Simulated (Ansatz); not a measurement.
Gas-phase electronic energies from Ansatz, PBE0-D4/def2-TZVP geometries. CBS: MP2 limit from def2 TZ/QZ plus the TZ coupled-cluster correction, frozen cores. This one scheme is used for every species. DFT in def2-TZVPP. B3LYP here is the variant with VWN-RPA as its local correlation; programs differ in this. Each species was taken in one conformer, which may not be the lowest.

Consider the β-hydride elimination: `COBO[SiH3]` → `BO[SiH3]` + `C=O`.

```csv
level,ΔE (kcal/mol),difference from CCSD(T)/CBS
LDA (SPW92),73.2,12.3
B97M-V,62.1,1.2
r2SCAN0-D4,65.6,4.7
revPBE,53.3,-7.6
r2SCAN,62.9,2.0
B3LYP,57.0,-3.9
r2SCANh,63.7,2.8
MP2/def2-SVP,61.2,0.3
CCSD(T)/def2-SVP,59.2,-1.7
MP2/def2-QZVPP,62.0,1.1
CCSD(T)/CBS,60.9,0
```

Largest T1 diagnostic among the species: 0.015.

From BLYP to BHLYP (50 % exact exchange), in def2-TZVPP and without D4, ΔE moves by +8.4 kcal/mol. In def2-TZVPP, CCSD(T) changes the Hartree–Fock value by +4.1 kcal/mol (the triples alone add −0.0 kcal/mol) and MP2 by +5.7 kcal/mol.

CCSD(T)/CBS has its own doubt, a few kJ/mol and more with outer-core shells, so smaller differences from it don't rank the levels.
